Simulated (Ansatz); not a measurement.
A nudged elastic band was laid between two geometries of CH7NOSi (11 atoms, charge 0, multiplicity 1).

Method: RKS PBE0/def2-mTZVP in Ansatz 0.2.0.

```json
{
  "movable images": "1",
  "climbing image": "no",
  "spring": "5.0 eV/Å²",
  "optimiser": "quadratic models (default)",
  "start path": "through a guess of the saddle point",
  "force threshold": "0.05 eV/Å",
  "iteration limit": "60",
  "end points": "relaxed"
}
```

First end point:

```xyz
11
Properties=species:S:1:pos:R:3
C -1.135 0.887 0.240
Si -0.010 -0.600 0.128
N 1.609 -0.005 0.147
O -0.246 -1.508 -1.240
H -2.177 0.587 0.111
H -1.055 1.382 1.212
H -0.906 1.627 -0.533
H -0.327 -1.575 1.207
H 2.395 -0.630 0.253
H 1.816 0.900 0.544
H 0.101 -1.121 -2.050
```

Last end point:

```xyz
11
Properties=species:S:1:pos:R:3
C -1.208 0.909 0.317
Si -0.008 -0.487 0.050
N 1.611 0.015 0.337
O -0.329 -0.990 -1.504
H -2.231 0.595 0.100
H -1.170 1.267 1.348
H -0.981 1.754 -0.340
H -0.204 -1.618 1.000
H 2.301 -0.615 0.717
H 2.041 0.789 -0.146
H 0.243 -1.676 -1.858
```

Task: Which bonds break or form, and what moves?

Result: No bond is made or broken. The dihedral H8–Si2–O4–H11 goes from -167 to -63°.

Task: What energy profile does the band end with?

Result: The run converged. The highest image is number 1 of 0 to 2, 5.5 kJ/mol above the first end and 6.7 kJ/mol above the last; the last end lies 1.2 kJ/mol below the first. The dihedral H8–Si2–O4–H11 jumps by 144° between images 0 and 1, so the path isn't resolved there. No image climbed, so the highest image needn't sit at the top of the path. So few images can step over the top or miss a turn of the path.

```
image  path coordinate (Å)  energy (kJ/mol)  dihedral H8–Si2–O4–H11 (°)
    0                 0.00              0.0                        -167
    1                 1.22              5.5                         -23
    2                 2.44             -1.2                         -63
```

Task: What is the geometry of the highest image?

Result: 
```xyz
11
Properties=species:S:1:pos:R:3
C -1.138 0.906 0.275
Si 0.038 -0.512 0.004
N 1.615 0.073 0.332
O -0.159 -1.018 -1.566
H -2.175 0.563 0.244
H -0.980 1.409 1.232
H -1.016 1.644 -0.523
H -0.278 -1.700 0.854
H 2.459 -0.467 0.232
H 1.793 1.004 0.673
H -0.093 -1.959 -1.736
```

The band took 11 iterations and about 60 core-seconds.

Time of the run: 32 s on 2 threads of Arm Neoverse V1, with other jobs on the host, peak memory 0.21 GiB.
